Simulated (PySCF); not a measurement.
Multinuclear NMR of C6H6F2

Numbering as in the mapped SMILES `[F:1][C:2]1=[CH:3][CH2:4][C@H:5]([F:6])[CH:7]=[CH:8]1`; H(Xn) means a hydrogen on atom n. Ha(C4) is cis to F6 on the ring; Hb(C4) is trans to F6 on the ring.

PySCF calculation with shielding tensors at PBE0/pcSseg-1 (GIAO), geometry: GFN2-xTB and J: B3LYP/pcJ-1 (spin–dipole term only in couplings to heteroatoms); single conformer, non-relativistic, no solvent model.

Task: What are the ¹⁹F shifts?

Result: 
```csv
atoms,environment,σ (ppm),δ (ppm)
F1,vinylic fluorine,290.4,-116.1
F6,fluorine on an sp3 carbon,353.4,-158.2
```

Shieldings were converted by a linear fit to measured shifts: ¹⁹F (scatter 6.0 ppm rms, 7.0 ppm with the 5 outliers that the fit left out vs CFCl3, solution or neat liquid, with a term for F on sp3 carbon). A few per cent of atoms miss by over 2 rms, more outside the fitted compound classes. Couplings are scaled by factors fitted to measured values: ²J(H,H) × 0.95 (rms 1.3 Hz), ³J(H,H) × 0.92 (rms 0.5 Hz), ¹J(C,F) × 0.77 (rms 8.7 Hz), ²J(C,F) × 1.14 (rms 1.9 Hz, 10.1 with 1 outliers), ³J(C,F) × 1.46 (rms 1.5 Hz); all others are unscaled and can be 10–30 % off.

Couplings (the largest are listed; each averaged over equivalent pairs): ¹J(F1,C2) = -242.4 Hz, ¹J(C5,F6) = -171.5 Hz, ²J(F6,H(C5)) = 54.0 Hz, ²J(F1,C8) = 38.8 Hz, ²J(C4,F6) = 28.8 Hz, ²J(F1,C3) = 22.3 Hz, ²J(F6,C7) = 13.3 Hz, ³J(F6,Hb(C4)) = 63.5 Hz, ³J(F6,Ha(C4)) = 33.7 Hz, ³J(F6,C8) = 14.4 Hz, ³J(C3,F6) = 12.3 Hz, ³J(F1,H(C3)) = 10.4 Hz.

On a 300 MHz spectrometer ¹⁹F resonates near 282.3 MHz, so 1 ppm is 282.3 Hz.
